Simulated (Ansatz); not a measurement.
A search over several starts for the lowest SCF solution of MoNO₃H₂, that is [MoO3(NH2)]- with one electron fewer at the given spin, in a small basis.

```yaml
crystal:
  periodic: [false, false, false]
  atoms:
    - {symbol: Mo, position_ang: [0.366636, 0.647384, 0.221481]}
    - {symbol: O, position_ang: [0.323391, 0.584120, 1.958791]}
    - {symbol: O, position_ang: [2.011022, 0.595058, -0.335435]}
    - {symbol: O, position_ang: [-0.482202, 2.056661, -0.336012]}
    - {symbol: N, position_ang: [-0.557736, -0.951411, -0.573140]}
    - {symbol: H, position_ang: [-0.104991, -1.859303, -0.510155]}
    - {symbol: H, position_ang: [-1.556120, -1.072509, -0.425530]}
basis:
  gaussian: {orbitals: def2-SVP}
magnetization: {spin_polarized: true, initial_magnetization: 1}
hamiltonian: {xc: pbe0, dispersion: d4}
output: {orbitals: {seedname: orbitals}}
```

```sh
$ ansatz run in.yaml --threads 4 --pin off --events-out ev --progress --plain --max-ram 3916MiB
```

Shortened log:

```
Functional definition: PBE0
959 factors; integrals over basis functions are off by at most 1.2e-3 eV
mean field evaluation 1: about -9486.5956 eV, gradient 7.1e1 eV
mean field evaluation 2: about -9258.2541 eV, gradient 2.3e2 eV
mean field evaluation 4: about -9499.6901 eV, gradient 3.6e1 eV
mean field evaluation 8: about -9505.6328 eV, gradient 2.7e0 eV
mean field evaluation 16: about -9505.8996 eV, gradient 9.0e-2 eV
mean field evaluation 32: about -9505.9033 eV, gradient 1.9e-5 eV
mean field evaluation 64: about -9505.8658 eV, gradient 2.4e0 eV
mean field evaluation 96: about -9505.8156 eV, gradient 1.1e0 eV
mean field -9505.92911228 eV, -349.3364515261 hartree, gradient 2.0e-6 eV, S^2 0.809086; 12 other end points of the search recorded, 0 dependent functions left out
reference -9505.92916663 eV, -349.3364535236 hartree; 24, 23 occupied and 73, 74 virtual orbitals, 959 factors
Total energy: -9506.07409025 eV, -349.3417793683 hartree
```

It took 15 s on 4 threads of Arm Neoverse V2 on a shared host.

Other converged states that the search met: 0.03 eV higher (⟨S²⟩ = 0.81).

In the def2 sets Mo takes a core potential; there is no spin–orbit coupling.
